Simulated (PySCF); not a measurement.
Au²⁺: excitation energy

Au²⁺ [Xe] 4f14 5d9 (2D) → Au²⁺ [Xe] 4f14 5d8 6s1 (4F), as a difference of total energies. All numbers are calculated (PySCF 2.14, scalar relativity through the core potential, in def2-TZVPP with the def2 core potential (60 electrons) (6s4p3d2f1g, 56 functions)). Correlated levels: valence and next inner shell: nothing frozen outside the core potential. The calculations carry no spin-orbit coupling.

```json
{"method": "UHF", "excitation energy (eV)": "3.763"}
{"method": "MP2 (valence and next inner shell)", "excitation energy (eV)": "4.078"}
{"method": "SCS-MP2 (valence and next inner shell)", "excitation energy (eV)": "4.183"}
{"method": "CCSD (valence and next inner shell)", "excitation energy (eV)": "4.050"}
{"method": "CCSD(T) (valence and next inner shell)", "excitation energy (eV)": "4.079"}
```

Question: How much does correlation contribute at CCSD(T) (valence and next inner shell)?

Answer: 4.079 − (3.763) = 0.316 eV, measured against UHF.

The basis was made for the ground configuration and has no added diffuse functions, so the excitation energy can come out too high.
